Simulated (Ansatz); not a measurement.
C2H4Al2, SMILES `C=[C]1[AlH][AlH]1`. Total charge 0; spin multiplicity 1.

```xyz
8

C    -0.7797   -0.8607    0.6428
C    -0.6246    0.2034   -0.1663
Al    0.0914    1.3042   -1.4792
Al    1.3849    0.1999    0.1727
H    -0.9542   -1.8702    0.2634
H    -0.8334   -0.7732    1.7302
H    -0.4852    2.4450   -2.3976
H     2.2007   -0.6483    1.2340
```

**Question.** List the harmonic frequencies (cm⁻¹, unscaled) at PBE0-D4/def2-TZVP in Ansatz. (Best estimate.)

**Answer.** The calculation gave: 99, 216, 337, 382, 402, 424, 502, 558, 637, 661, 974, 1043, 1443, 1594, 1919, 1963, 3057, 3118.

**Question.** Is this a minimum?

**Answer.** Yes, all 18 modes are real.

**Question.** Give the ideal-gas thermochemistry at 298.15 K and 1 bar (rigid rotor, harmonic oscillator; point group C1, symmetry number 1).

**Answer.** Zero-point energy 115.6 kJ/mol; H(298) − E = 134.3 kJ/mol; entropy 320.3 J/(mol·K), of which translation 163.8, rotation 107.6, vibration 48.9; G(298) − E = 38.8 kJ/mol. Modes under 100 cm⁻¹ are hindered rotations or soft bends, so the harmonic entropy is rough.

**Question.** And at 400, 500, 600, 800 and 1000 K?

**Answer.** 
```tsv
T (K)	H − E (kJ/mol)	S (J/mol/K)	G − E (kJ/mol)
400	144.8	350.5	4.6
500	156.3	376.2	-31.8
600	168.9	399.1	-70.6
800	196.1	438.2	-154.4
1000	225.6	471.1	-245.4
```
